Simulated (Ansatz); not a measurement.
Ideal-gas functions of FH$_{4}$NOSi (`N[SiH](O)F`) at 500 K and 1 bar, from an Ansatz frequency run at PBE0-D4/def2-TZVP.

Molar mass 81.12 g/mol, point group C1 (symmetry number 1), electronic degeneracy 1, moments of inertia 72.514, 77.542, 129.819 u Å². Harmonic wavenumbers (cm⁻¹, unscaled): 192, 257, 297, 359, 387, 406, 763, 793, 824, 850, 912, 938, 992, 1579, 2286, 3617, 3712, 3910.

Use S(trans) = R[1.5 ln M + 2.5 ln T − 1.1517]; rotational temperatures θ = 24.2544 K / I; S(rot) = R[ln(√π/σ · √(T³/θAθBθC)) + 1.5]; for each mode x = 1.438777 ν̃/T, S = R[x/(eˣ − 1) − ln(1 − e⁻ˣ)] and H = RT x/(eˣ − 1); 1 cm⁻¹ = 0.0119627 kJ/mol; R = 8.31446 J/(mol·K).

Task: By hand: the entropy, in J/(mol·K).

Result: Translation 174.4. Rotation: θ = 0.3345, 0.3128, 0.1868 K, giving 111.1. Vibration, mode by mode: 13.35, 11.01, 9.87, 8.40, 7.84, 7.48, 3.27, 3.05, 2.85, 2.68, 2.33, 2.20, 1.94, 0.49, 0.09, 0.00, 0.00, 0.00, in all 76.9. Electronic 0.0. Sum 362.4 J/(mol·K).

Task: By hand: H − E and G − E in kJ/mol, counted from the electronic energy.

Result: Zero-point energy ½ × 23074 × 0.0119627 = 138.0; thermal vibration 22.2; translation, rotation and pV give 4 RT = 16.6. H − E = 176.8 kJ/mol, and G − E = 176.8 − 500 × 362.4/1000 = -4.4 kJ/mol.

Vibration gives 21 % of the entropy. The sum counts one conformer and one mirror image; others add a mixing term.
